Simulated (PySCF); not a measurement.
C5H10. Atoms are numbered in the order given.

```xyz
15

C      0.0000     1.2696    -0.9676
C      0.0000     0.0000    -0.1500
C      0.0000    -1.2696    -0.9676
C     -0.7517     0.0000     1.1520
C      0.7517     0.0000     1.1520
H     -0.8902     1.3224    -1.6159
H      0.0000     2.1629    -0.3247
H      0.8902     1.3224    -1.6159
H      0.0000    -2.1629    -0.3247
H     -0.8902    -1.3224    -1.6159
H      0.8902    -1.3224    -1.6159
H     -1.2672    -0.9177     1.4499
H     -1.2672     0.9177     1.4499
H      1.2672    -0.9177     1.4499
H      1.2672     0.9177     1.4499
```

The structure is a stationary point at PBE0-D3(BJ)/def2-SVP.

All values below come from TDA-LC-ωPBE/def2-SVPD (PySCF).

Vertical excitations. The molecule is in vacuum. State labels are in the subgroup C2v.

| state | symmetry | energy (eV) | λ (nm) | f | main pairs |
|---|---|---|---|---|---|
| S1 | B1 | 8.36 | 148 | 0.048 | HOMO→LUMO 91 % |
| S2 | A1 | 8.80 | 141 | 0.019 | HOMO−1→LUMO 68 %, HOMO→LUMO+1 15 % |
| S3 | A1 | 9.13 | 136 | 0.006 | HOMO→LUMO+1 75 %, HOMO−1→LUMO 12 % |
| S4 | A2 | 9.16 | 135 | 0.000 | HOMO→LUMO+2 61 %, HOMO→LUMO+4 32 % |
| S5 | B1 | 9.30 | 133 | 0.001 | HOMO→LUMO+3 85 % |
| S6 | B2 | 9.55 | 130 | 0.001 | HOMO−1→LUMO+2 46 %, HOMO−1→LUMO+4 45 % |
| S7 | B1 | 9.58 | 129 | 0.106 | HOMO−1→LUMO+1 85 % |
| S8 | A2 | 9.87 | 126 | 0.000 | HOMO→LUMO+4 54 %, HOMO→LUMO+2 29 % |
| S9 | A1 | 9.91 | 125 | 0.001 | HOMO−1→LUMO+3 70 %, HOMO−1→LUMO+7 11 % |
| S10 | B1 | 10.04 | 123 | 0.089 | HOMO→LUMO+6 78 % |
| T1 | B1 | 8.17 | 152 | 0 | HOMO→LUMO 87 % |
| T2 | A1 | 8.55 | 145 | 0 | HOMO→LUMO+1 43 %, HOMO−1→LUMO 15 %, HOMO→LUMO+10 15 %, HOMO→LUMO+5 11 % |
| T3 | A1 | 8.63 | 144 | 0 | HOMO−1→LUMO 57 %, HOMO−1→LUMO+3 11 %, HOMO→LUMO+5 10 % |
| T4 | B1 | 8.89 | 139 | 0 | HOMO−1→LUMO+1 48 %, HOMO−1→LUMO+10 18 %, HOMO−1→LUMO+13 9 %, HOMO−1→LUMO+5 9 % |
Triplets are in the Tamm–Dancoff approximation.
